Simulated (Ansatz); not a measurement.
Born–Oppenheimer molecular dynamics of CH3FSSi (7 atoms, charge 0, multiplicity 1). It starts at the highest image of a converged band, a first-order saddle point between two minima.

Level of theory: RKS PBE/STO-3G in Ansatz.

```yaml
ensemble: NVE (velocity Verlet)
time_step: 0.5 fs
steps_asked: 200
starting_velocities_drawn_for: 300 K
seed: 3266
```

Frames 5 fs apart, positions in Å, forces in eV/Å.

Velocities at 20.0 fs (Å/ps):

```
F 0.15 -0.37 1.99
C 1.47 -1.86 -5.78
Si -5.22 -4.85 3.86
S -0.38 2.47 -0.80
H 53.53 -3.48 -21.48
H 88.28 85.27 -33.68
H -4.61 4.05 4.31
```

```xyz
7
Properties=species:S:1:pos:R:3:forces:R:3 time_fs=20.0 energy_less_start_eV=-0.965 T=1793
F 0.829 -1.877 0.933 -0.46 0.24 -0.47
C 0.342 -0.827 0.170 0.60 0.00 0.65
Si 0.872 0.876 0.335 -0.45 -0.13 0.54
S -0.448 1.865 -1.006 -0.49 0.47 -0.19
H -0.091 -1.153 -0.835 0.46 -0.04 0.60
H 0.873 1.570 1.699 0.09 -0.81 -1.07
H -1.194 0.732 -1.251 0.25 0.26 -0.06
7
Properties=species:S:1:pos:R:3:forces:R:3 time_fs=25.0 energy_less_start_eV=-0.737 T=1439
F 0.827 -1.877 0.940 -0.24 -0.03 -0.15
C 0.358 -0.836 0.152 1.16 -0.18 1.34
Si 0.844 0.853 0.355 -0.22 1.09 -0.89
S -0.450 1.879 -1.010 0.33 0.59 0.28
H 0.197 -1.172 -0.903 -0.34 0.14 0.00
H 1.295 1.863 1.412 -0.57 -1.35 -0.41
H -1.197 0.769 -1.240 -0.11 -0.26 -0.18
7
Properties=species:S:1:pos:R:3:forces:R:3 time_fs=30.0 energy_less_start_eV=-0.357 T=853
F 0.822 -1.879 0.946 0.24 -0.82 0.63
C 0.396 -0.849 0.156 1.13 0.12 -0.09
Si 0.814 0.838 0.368 -0.65 0.98 -2.05
S -0.452 1.897 -1.012 0.33 -0.24 0.33
H 0.407 -1.153 -0.933 -0.95 0.21 0.37
H 1.603 1.869 1.042 -0.25 -0.44 0.86
H -1.206 0.774 -1.266 0.15 0.20 -0.05
7
Properties=species:S:1:pos:R:3:forces:R:3 time_fs=35.0 energy_less_start_eV=-0.292 T=752
F 0.821 -1.890 0.959 0.49 -1.12 0.79
C 0.457 -0.858 0.161 1.08 0.88 -0.34
Si 0.779 0.833 0.364 -0.26 1.23 -0.95
S -0.450 1.913 -1.012 0.48 0.03 0.10
H 0.399 -1.105 -0.913 -1.26 -0.50 -0.23
H 1.836 1.741 0.843 -0.46 -0.48 0.67
H -1.193 0.805 -1.307 -0.05 -0.04 -0.03
7
Properties=species:S:1:pos:R:3:forces:R:3 time_fs=40.0 energy_less_start_eV=-0.715 T=1405
F 0.824 -1.915 0.981 0.32 -0.05 -0.04
C 0.538 -0.855 0.156 0.11 -0.75 -1.72
Si 0.742 0.837 0.353 0.22 0.67 0.33
S -0.445 1.930 -1.012 0.25 0.38 -0.43
H 0.112 -1.149 -0.875 -0.42 -0.11 1.50
H 1.964 1.511 0.804 -0.46 -0.10 0.30
H -1.186 0.832 -1.355 -0.01 -0.04 0.06
7
Properties=species:S:1:pos:R:3:forces:R:3 time_fs=45.0 energy_less_start_eV=-0.851 T=1616
F 0.833 -1.939 1.003 0.78 1.01 -0.48
C 0.619 -0.866 0.121 -2.24 -2.37 -0.39
Si 0.706 0.846 0.344 0.42 -0.55 1.13
S -0.438 1.950 -1.014 -0.04 0.57 -0.86
H -0.266 -1.215 -0.548 0.88 0.55 0.46
H 1.999 1.266 0.838 0.09 0.69 -0.04
H -1.181 0.852 -1.388 0.11 0.10 0.18
7
Properties=species:S:1:pos:R:3:forces:R:3 time_fs=50.0 energy_less_start_eV=-0.357 T=853
F 0.852 -1.953 1.020 1.65 0.68 -0.23
C 0.655 -0.919 0.080 -3.71 -1.07 1.25
Si 0.675 0.851 0.345 1.55 -1.51 1.68
S -0.431 1.974 -1.023 0.25 0.85 -0.75
H -0.459 -1.167 -0.127 0.80 0.32 -1.42
H 2.026 1.175 0.857 -0.35 0.94 -0.57
H -1.161 0.882 -1.385 -0.20 -0.21 0.04
7
Properties=species:S:1:pos:R:3:forces:R:3 time_fs=55.0 energy_less_start_eV=-0.414 T=941
F 0.890 -1.958 1.033 1.18 0.21 -0.35
C 0.624 -0.992 0.061 -1.99 1.39 1.64
Si 0.656 0.844 0.358 1.19 -1.64 0.85
S -0.423 2.004 -1.038 0.14 -0.27 -0.42
H -0.497 -1.063 -0.004 -0.50 -0.80 -1.41
H 1.991 1.301 0.757 -0.04 0.71 -0.37
H -1.173 0.888 -1.367 0.02 0.39 0.07
7
Properties=species:S:1:pos:R:3:forces:R:3 time_fs=60.0 energy_less_start_eV=-0.752 T=1462
F 0.942 -1.960 1.042 -0.16 0.28 -0.84
C 0.550 -1.040 0.073 -1.01 2.29 0.92
Si 0.647 0.823 0.380 0.56 -0.45 -0.30
S -0.413 2.032 -1.055 0.60 -0.63 0.37
H -0.577 -1.129 -0.189 0.85 -0.94 0.08
H 1.927 1.574 0.569 -0.38 -0.53 -0.01
H -1.200 0.959 -1.342 -0.44 -0.03 -0.22
7
Properties=species:S:1:pos:R:3:forces:R:3 time_fs=65.0 energy_less_start_eV=-0.633 T=1279
F 0.993 -1.958 1.040 -0.74 0.74 -1.30
C 0.459 -1.045 0.105 1.31 1.36 1.07
Si 0.642 0.798 0.398 -1.26 0.18 -1.47
S -0.400 2.055 -1.069 0.01 -1.60 0.61
H -0.510 -1.394 -0.377 0.28 0.05 0.58
H 1.799 1.734 0.384 0.38 -1.17 0.58
H -1.305 1.050 -1.358 0.03 0.44 -0.07
7
Properties=species:S:1:pos:R:3:forces:R:3 time_fs=70.0 energy_less_start_eV=-0.451 T=998
F 1.036 -1.946 1.022 -0.50 1.05 -0.84
C 0.391 -1.024 0.157 2.09 -0.45 0.76
Si 0.626 0.774 0.405 -2.85 -0.08 -1.87
S -0.385 2.067 -1.080 0.24 -1.12 0.74
H -0.362 -1.641 -0.434 -0.27 1.27 0.44
H 1.771 1.643 0.326 1.28 -0.67 0.69
H -1.419 1.222 -1.393 0.01 -0.01 0.07
7
Properties=species:S:1:pos:R:3:forces:R:3 time_fs=75.0 energy_less_start_eV=-0.771 T=1493
F 1.072 -1.923 0.995 0.16 0.36 0.21
C 0.364 -1.008 0.225 1.87 -0.13 0.01
Si 0.588 0.751 0.396 -0.69 0.74 -1.24
S -0.369 2.070 -1.085 0.53 -0.45 0.44
H -0.298 -1.632 -0.405 -1.20 0.67 -0.17
H 1.970 1.364 0.425 -0.87 -0.89 0.37
H -1.524 1.398 -1.407 0.22 -0.31 0.38
```

Of the whole run (100 fs, mean temperature of the second half 1282 K): The conserved energy stayed within 0.14 meV per atom of its start (net change -0.069 meV per atom), so the integration is sound. The system heated up, since it started high on the potential surface and ran downhill. A run of 0.1 ps of so small a system gives no equilibrium averages. The orbitals stay closed-shell, which can raise the energy where a bond breaks towards radicals; this wasn't checked here. Limits of this set-up: minimal basis.

Time of the run: 3.6 min on 1 CPU thread of a shared host.
